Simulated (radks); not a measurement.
Values are calculated unless marked as measured or tabulated.
Task: The mean radii <r> (bohr) of the occupied orbitals of an atom or ion are listed with their occupations. Code: a radial shooting solver on a logarithmic mesh with Libxc functionals. Model: non-relativistic Kohn-Sham, TPSS, spin-polarised, spherical densities, point nucleus; meta-GGA in the generalised Kohn-Sham scheme.

orbital  occ.      <r>
1s up       1  0.02297
1s down     1  0.02297
2s up       1  0.09762
2s down     1  0.09762
2p up       3  0.08277
2p down     3  0.08277
3s up       1   0.2510
3s down     1   0.2508
3p up       3   0.2409
3p down     3   0.2406
3d up       5   0.2133
3d down     5   0.2131
4s up       1   0.5633
4s down     1   0.5637
4p up       3   0.5749
4p down     3   0.5754
4d up       5   0.6022
4d down     5   0.6031
5s up       1    1.231
5s down     1    1.243
4f up       7   0.6926
5p up       1    1.310
4f down     1   0.6991

Name the element and its charge. Open shells, if any, are filled with parallel spins first.

Result: Z = 66, dysprosium, charge +9: Dy9+ in [Kr] 4d10 4f8 5s2 5p1. The 1s radius gives Z: for a bare nucleus <r> = 1.5/Z, 0.02273 bohr for Z = 66, and screening makes it slightly larger (0.02297 here). The occupations add up to 57, and the charge is Z minus that.
